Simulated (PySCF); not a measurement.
## Co⁺: excitation energy

Co⁺ [Ar] 3d8 (3F) → Co⁺ [Ar] 3d7 4s1 (5F), as a difference of total energies. Calculation: PySCF 2.14, in aug-cc-pwCVTZ-DK with one added diffuse shell each of s, p, d, f, g type (11s10p8d5f4g, 152 functions); the spin-free X2C one-electron Hamiltonian (Gaussian nucleus). Correlated levels: valence: [Ar] frozen; valence and next inner shell: [Ne] frozen; nothing frozen. The calculations carry no spin-orbit coupling.

```csv
method,excitation energy (eV),error (eV)
UHF,-1.518,-1.947
LDA,0.731,+0.302
PBE,0.538,+0.109
PBE0,0.209,-0.220
r2SCAN,0.186,-0.243
MP2 (valence),0.574,+0.145
SCS-MP2 (valence),0.720,+0.291
MP2 (valence and next inner shell),1.022,+0.593
SCS-MP2 (valence and next inner shell),0.974,+0.545
MP2 (all electrons),1.038,+0.609
SCS-MP2 (all electrons),0.980,+0.551
```

Reference: 0.429 eV (measured; NIST levels, between the centres of gravity of the two terms).
